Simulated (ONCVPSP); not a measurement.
Before and after: ONCV potential for dysprosium

- Element: dysprosium (Dy)
- Generator: ONCVPSP 4.0.1
- Type: optimised norm-conserving Vanderbilt (ONCV)
- Functional: Wu-Cohen
- Relativity: scalar-relativistic
- Frozen core: [Xe] 4f9
- Valence charge: 3
- Reference configuration: 5d1 6s1 (charge +1)
- Partial waves: 6s: rc 3.10 bohr, ncon 4, nbas 7, qcut 1.8 1/bohr, 3 projectors, debl 2.8 Ha; p scattering state at 0.43 Ha: rc 2.75 bohr, ncon 4, nbas 8, qcut 2.6 1/bohr, 2 projectors, debl 0.9 Ha; 5d: rc 2.55 bohr, ncon 4, nbas 9, qcut 5.8 1/bohr, local
- Local potential: the d channel
- Core correction: none

In the p channel the program set the typed energies aside and used 0.050, 0.950 Ha.

Change: s: debl 0.7.

Cutoffs: the cutoffs (Ha) at which the residual kinetic energy of the hardest occupied pseudo-wave falls to 1 and 0.1 mHa per electron; they do not see the model core or the augmentation charge, which bear on the density cutoff. Errors are all-electron minus pseudo energies relative to the spin-unpolarised reference configuration.

Question: Predict the effect on cutoff, ghosts and configuration errors.

Answer: The potential gets neither clearly harder nor softer (9.4 Ha and 12 Ha → 9.4 Ha and 12 Ha); both files keep a bound ghost (p); the lowest positive-energy flag moves from p at 44.1 eV to s at 22.9 eV; the errors of the 4 common tests hardly move; the range in which the s phases agree narrows (upper end at the end of the scan → 1.8).

```csv
quantity,base,changed
"cutoff, loose",9.4 Ha,9.4 Ha
"cutoff, tight",12 Ha,12 Ha
bound ghosts,p,p
GHOST(+) flags under 300 eV,"p at 44.1 eV, s at 90.8 eV","s at 22.9 eV, p at 44.1 eV"
"error for 5d1 6s2, meV [ΔE -6.87 eV]",-37,-37
"error for 5d1 6s0, meV [ΔE 12.31 eV]",+39,+39
"error for 5d1 6s1.5, meV [ΔE -4.09 eV]",-11,-12
"error for 5d1.5 6s1.5, meV [ΔE -5.85 eV]",-15,-15
s: phases at 3.15 bohr within 0.05 rad from the reference energy up to (Ha; the scan ends near 5),to the end of the scan,1.8
p: phases at 2.80 bohr within 0.05 rad from the reference energy up to (Ha; the scan ends near 5),1.5,1.5
d: phases at 2.59 bohr within 0.05 rad from the reference energy up to (Ha; the scan ends near 5),1.2,1.2
```

Base: The cutoffs count occupied waves only; projector 2 of the p channel, the hardest unoccupied one, needs 27 Ha at the loose tolerance. Changed file: The cutoffs count occupied waves only; projector 2 of the p channel, the hardest unoccupied one, needs 27 Ha at the loose tolerance. A true bound ghost makes a file unfit for plane-wave use even where its test errors are small: the radial tests pick states by their node count and pass the ghost by.
